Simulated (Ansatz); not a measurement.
Isolated molecules relaxed with PBE0-D4/def2-TZVP in Ansatz; ΔE leaves out vibrations. CCSD(T)/CBS is the MP2 limit (def2-TZVPP, def2-QZVPP) plus CCSD(T) − MP2 in def2-TZVPP, frozen cores. def2 core potentials past Kr. For Br, In outer-core shells are correlated without core-valence functions, which leaves a few kJ/mol of doubt a bond. Scalar relativity is left out up to krypton. Each species was taken in one conformer, which may not be the lowest.

Reaction (redistribution): `[OH][In]([Br])[Br]` + `[OH][InH][Br]` → `[Br][In]([Br])[Br]` + `[OH][InH][OH]`

```
             species  CCSD(T)/CBS(def2) energy (Eh)
`[OH][In]([Br])[Br]`                    -5412.35748
     `[OH][InH][Br]`                    -2839.57190
`[Br][In]([Br])[Br]`                    -7909.93741
     `[OH][InH][OH]`                     -341.99218
```

Q: Work out ΔE.

A: ΔE = (-7909.93741) + (-341.99218) − (-5412.35748) − (-2839.57190) = -0.00021 Eh = -0.6 kJ/mol.

Q: What do rigid-rotor, harmonic-oscillator terms from PBE0-D4/def2-TZVP frequencies (298.15 K, 1 bar) make of the CCSD(T)/CBS value? (An estimate is asked.)

A: Computed: ΔZPE = 0.0 kJ/mol, ΔH = -0.4 kJ/mol, ΔS = -16 J/(mol·K), ΔG = +4.3 kJ/mol.

Largest T1 diagnostic among the species: 0.017.

Leaving LDA and LC-ωPBE aside and taking each functional with its dispersion term where it has one, the values, not all of them listed here, spread over 3.2 kJ/mol, from BLYP-D4 to B97M-V.
